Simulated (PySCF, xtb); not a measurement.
C2H8FNOSi, SMILES C(F)[Si@](O)(C)N.

GFN2-xTB (xtb 6.7.1) at its own geometry gives an orbital gap of 7.00 eV and a dipole moment of 2.57 D.

The structure is a stationary point at r2SCAN-D4/def2-SVP. The structure was generated by enumeration; whether it is a known compound was not checked. One conformer was computed; it need not be the lowest.

Problem. What does PBE/def2-TZVP (PySCF) give? (The exact figures need the calculation; the answer reports its results.)

Solution. gap 5.87 eV (levels -6.01 and -0.14 eV), dipole 1.80 D.
